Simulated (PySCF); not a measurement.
Input of an EPR job (settings, then geometry in Å):

```
{"job": {"kind": "epr", "basis": "pcH-1"}, "charge": 0, "multiplicity": 2}
C     -2.603346    -0.718462     1.236978
C     -1.712908    -0.346474     0.260692
C     -2.111224    -0.134530    -1.049560
O     -1.304549     0.201201    -2.070608
C     -0.270047    -0.098000     0.651248
O      0.616127    -0.526645    -0.370697
C      1.986247    -0.378160    -0.067573
C      2.488582     1.058820    -0.186983
H     -2.291782    -0.870322     2.252525
H     -3.641924    -0.861798     1.007741
H     -3.146484    -0.232966    -1.336488
H     -0.383341     0.114688    -1.759241
H     -0.039729    -0.632780     1.582901
H     -0.138400     0.979654     0.840449
H      2.186615    -0.765089     0.941469
H      2.502145    -1.012511    -0.793591
H      3.562000     1.080030    -0.021600
H      2.014471     1.703419     0.549383
H      2.277743     1.449174    -1.180092
```

Computed, not measured: PySCF 2.14.0, UKS B3LYP, pcH-1 on C H O, non-relativistic, mean-field spin-orbit, GIAO. Geometry: GFN2-xTB, one conformer, isolated molecule. Couplings are sensitive to structure, and on GFN2-xTB geometries they can be far from those on DFT ones.

Output of the driver script. Atoms in this output count from 0.

```
UKS, coarse grid
  cycle   1  E = -385.53946619  |g| = 5.91e-01
  cycle   2  E = -385.40709336  |g| = 8.59e-01
  cycle   3  E = -385.66554039  |g| = 1.07e-01
  cycle   4  E = -385.66980897  |g| = 4.16e-02
  cycle   5  E = -385.67062383  |g| = 1.67e-02
  cycle   6  E = -385.67076741  |g| = 5.94e-03
  cycle   7  E = -385.67079910  |g| = 2.54e-03
  cycle   8  E = -385.67080561  |g| = 1.29e-03
  cycle   9  E = -385.67080675  |g| = 3.36e-04
UKS, final grid
  cycle   1  E = -385.67074991  |g| = 4.35e-04
  cycle   2  E = -385.67074982  |g| = 6.68e-04
  cycle   3  E = -385.67075000  |g| = 4.49e-05
  cycle   4  E = -385.67075000  |g| = 2.31e-05
E = -385.67075000 Eh   <S^2> = 0.7721 (exact 0.7500)
g shifts (ppm)      1          2          3
  rmc          -179       -179       -179
  gc             -7         48         31
  oz_so          11        986       1743
  total        -175        854       1595
hyperfine (MHz)  atom isotope    a_iso     a_fc   dipolar eigenvalues
    0   13C      51.30      51.30    -49.56    -47.78     97.34
    1   13C     -44.57     -44.57    -22.83      9.06     13.77
    2   13C      47.88      47.88    -47.26    -46.70     93.96
    3   17O     -17.39     -17.39    -53.57     25.94     27.63
    4   13C       4.40       4.40     -0.75     -0.27      1.02
    5   17O       3.64       3.64     -0.58     -0.22      0.80
    6   13C       0.21       0.21     -0.17     -0.11      0.28
    7   13C      -0.01      -0.01     -0.15     -0.10      0.25
    8    1H     -40.60     -40.60    -24.61      0.39     24.22
    9    1H     -38.12     -38.12    -20.77     -1.17     21.94
   10    1H     -37.82     -37.82    -19.17     -2.74     21.92
   11    1H      -7.07      -7.07     -9.78     -7.08     16.86
   12    1H      -4.28      -4.28     -2.09     -1.33      3.43
   13    1H     -15.06     -15.06     -2.52     -0.40      2.92
   14    1H      -0.03      -0.03     -0.60     -0.43      1.03
   15    1H      -0.17      -0.17     -0.60     -0.45      1.05
   16    1H      -0.20      -0.20     -0.31     -0.26      0.57
   17    1H      -0.17      -0.17     -0.56     -0.40      0.96
   18    1H       0.00       0.00     -0.58     -0.53      1.11
```

|g| in the SCF lines is the orbital gradient. In the g block, columns 1 to 3 are the principal axes in rising order; rmc is the relativistic mass correction, gc the gauge correction and oz_so the orbital-Zeeman/spin–orbit term. a_fc is the Fermi-contact part of a_iso, here all of it, since this run has no spin–orbit term in the hyperfine coupling.

(1) Is the state sound, as far as the log shows?

(2) What are the principal g values and g_iso?

(3) Which couplings shape the isotropic spectrum at natural abundance (0.05 mT or more)? Keep the log's numbering.

(4) What are the principal values of the full tensor of atom 2 (13C)?

Answers

(1) The SCF converged after 13 cycles in all, 9 of them on the coarse grid; no stability test was run. The unrestricted determinant has ⟨S²⟩ = 0.7721 (exact 0.7500), 2.9 % above the value of a pure doublet state.

(2) Adding the total shifts to 2.002319 gives 2.00214, 2.00317, 2.00391; their mean shift is 758 ppm, so g_iso = 2.00308.

(3) atom 8 (1H, I = 1/2): -40.6 MHz = 1.45 mT in magnitude, a 1:1 doublet; atom 9 (1H, I = 1/2): -38.1 MHz = 1.36 mT in magnitude, a 1:1 doublet; atom 10 (1H, I = 1/2): -37.8 MHz = 1.35 mT in magnitude, a 1:1 doublet; atoms 12, 13 (1H, I = 1/2): mean -9.7 MHz = 0.34 mT in magnitude, a 1:2:1 triplet; atom 11 (1H, I = 1/2): -7.1 MHz = 0.25 mT in magnitude, a 1:1 doublet. Together 48 lines to first order. Means are taken over nuclei equivalent by connectivity, which assumes that they swap fast. The 1H value of -9.7 MHz is a mean of couplings from -15.1 to -4.3 MHz in this one geometry, not an average over conformers.

(4) a_iso plus each dipolar eigenvalue: 0.62, 1.18, 141.84 MHz.

The species is `O[CH]C(COCC)=C` [radical]. The run used 310 basis functions and 5 iterations of the response equations. C3, the radical centre as drawn in `C=C([CH]O)COCC`, holds a spin population of +0.53 out of 1.

Hardware: Arm Neoverse V1, one thread, shared host. Cost: 92 s of wall time (grids of density and orbitals included), 1.0 GiB resident at most.
Labels such as C1 count atoms from 1, the log's own numbers from 0.
